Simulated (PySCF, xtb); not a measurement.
Cl2FHOSn, SMILES [OH][Sn]([F])([Cl])[Cl].

GFN2-xTB (xtb 6.7.1) at its own geometry gives an orbital gap of 3.28 eV and a dipole moment of 1.00 D.

The structure is a stationary point at B3LYP-D3(BJ)/def2-SVP. The structure was generated by enumeration; whether it is a known compound was not checked. The def2 effective core potentials stand for the cores of Sn; spin–orbit coupling is left out. The values are those of a single conformer.

### Question
What does M06-2X/def2-TZVP run with PySCF give? (Estimate from the structure and the level; the computed values follow.)

### Answer
gap 9.03 eV (levels -11.21 and -2.19 eV), dipole 0.91 D.
